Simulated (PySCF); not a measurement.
**Correlation energy of Si (silicon, neutral)**

[Ne] 3s2 3p2, high-spin 3P determinant. All numbers are calculated (PySCF 2.14, the non-relativistic Hamiltonian (point nucleus), in def2-TZVPPD). Frozen: 1s2; 12 electrons correlated.

```json
{"level": "CCSD", "correlation energy (mhartree)": "-222.01"}
{"level": "(T)", "correlation energy (mhartree)": "-4.24"}
{"level": "CCSD(T)", "correlation energy (mhartree)": "-226.25"}
```

Diagnostics: T1 = 0.0082, D1 = 0.0327, largest double amplitude 0.092.

Cost of the coupled-cluster step: roughly 2.2 core-seconds, for 12 correlated electrons.

Iterations:

```
CC2 = 0
CCSD nocc = (np.int64(7), np.int64(5)), nmo = (47, 47)
frozen orbitals [[0], [0]]
max_cycle = 100
direct = 0
conv_tol = 1e-08
conv_tol_normt = 1e-06
diis_space = 8
diis_start_cycle = 0
Init t2, MP2 energy = -0.204181879648003
Init E_corr(UCCSD) = -0.20418187964867
cycle = 1  E_corr(UCCSD) = -0.216193844770374  dE = -0.0120119651  norm(t1,t2) = 0.0528349
cycle = 2  E_corr(UCCSD) = -0.219970998841984  dE = -0.00377715407  norm(t1,t2) = 0.0204743
cycle = 3  E_corr(UCCSD) = -0.221995177191911  dE = -0.00202417835  norm(t1,t2) = 0.00980267
cycle = 4  E_corr(UCCSD) = -0.222016447974061  dE = -2.12707822e-05  norm(t1,t2) = 0.00199865
cycle = 5  E_corr(UCCSD) = -0.222000999464943  dE = 1.54485091e-05  norm(t1,t2) = 0.000355583
cycle = 6  E_corr(UCCSD) = -0.222010070980277  dE = -9.07151533e-06  norm(t1,t2) = 0.000113012
cycle = 7  E_corr(UCCSD) = -0.22200896935604  dE = 1.10162424e-06  norm(t1,t2) = 2.81007e-05
cycle = 8  E_corr(UCCSD) = -0.222009024584091  dE = -5.5228051e-08  norm(t1,t2) = 4.78502e-06
cycle = 9  E_corr(UCCSD) = -0.22200902641688  dE = -1.83278898e-09  norm(t1,t2) = 1.27967e-06
cycle = 10  E_corr(UCCSD) = -0.222009017402221  dE = 9.01465946e-09  norm(t1,t2) = 3.16354e-07
UCCSD converged
E(UCCSD) = -289.0729305918989  E_corr = -0.222009017402221
UCCSD(T) correction = -0.00424003325103915
```

This basis was not built for core-valence correlation, so the inner-shell part is incomplete.
